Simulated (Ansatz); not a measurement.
A CCSD(T) single point on F$_{2}$H$_{2}$Se$_{2}$Si (`F[Si](F)([SeH])[SeH]`).

```yaml
crystal:
  periodic: [false, false, false]
  atoms:
    - {symbol: F, position_ang: [1.266503, -0.660502, 1.466380]}
    - {symbol: Si, position_ang: [0.259416, -0.556723, 0.247272]}
    - {symbol: F, position_ang: [-0.020463, -2.039952, -0.235338]}
    - {symbol: Se, position_ang: [-1.766760, 0.214991, 0.843413]}
    - {symbol: Se, position_ang: [1.370392, 0.668701, -1.276025]}
    - {symbol: H, position_ang: [-1.227744, 1.566771, 1.042083]}
    - {symbol: H, position_ang: [0.179856, 0.738514, -2.133387]}
basis:
  gaussian: {orbitals: def2-TZVPP}
correlation: {method: ccsd_t}
output: {orbitals: {seedname: orbitals}}
```

```sh
$ ansatz run in.yaml --threads 4 --pin off --events-out ev --progress --plain --max-ram 10444MiB
```

Log, shortened:

```
Functional definition: HF
1465 factors; integrals over basis functions are off by at most 9.3e-4 eV
mean field evaluation 1: about -143916.9166 eV, gradient 3.8e1 eV
mean field evaluation 2: about -143917.2163 eV, gradient 3.8e1 eV
mean field evaluation 4: about -143920.1186 eV, gradient 2.7e0 eV
mean field evaluation 8: about -143920.1816 eV, gradient 2.2e-1 eV
mean field evaluation 16: about -143920.1819 eV, gradient 2.0e-6 eV
mean field -143920.18194789 eV, -5288.9691339818 hartree, gradient 2.0e-6 eV, S^2 0.000000; 0 other end points of the search recorded, 0 dependent functions left out
25 core orbitals not correlated: weight in the atoms' cores, before any rotation towards them, 1.000 or more for the frozen orbitals, at most 0.000 for the correlated occupied ones
reference -143920.18194789 eV, -5288.9691339818 hartree; 26, 26 occupied and 177, 177 virtual orbitals, 1465 factors
second order -31.50078655 eV of doubles, -0.00000000 eV of singles
cycle   1  -31.11879231 eV  change    3.8e-1 eV  update   1.2e-1
cycle   2  -31.82141476 eV  change   -7.0e-1 eV  update   3.3e-2
cycle   3  -31.95026684 eV  change   -1.3e-1 eV  update   1.6e-2
cycle   4  -31.92795032 eV  change    2.2e-2 eV  update   3.8e-3
cycle   5  -31.92558616 eV  change    2.4e-3 eV  update   1.5e-3
cycle   6  -31.92638105 eV  change   -7.9e-4 eV  update   4.7e-4
cycle   7  -31.92594081 eV  change    4.4e-4 eV  update   1.7e-4
cycle   8  -31.92585614 eV  change    8.5e-5 eV  update   5.1e-5
cycle   9  -31.92588669 eV  change   -3.1e-5 eV  update   2.1e-5
perturbative correction -1.10133296 eV, -0.0404732396 hartree
Total energy: -143953.20916753 eV, -5290.1828619170 hartree
```

Hardware: 4 threads of an Intel Xeon Platinum 8175M on a shared host. Wall time 2.2 min, peak host memory 4.1 GiB.

The correlation energy is -33.027 eV, 3.3 % of it from (T); the T1 diagnostic reads 0.0104.
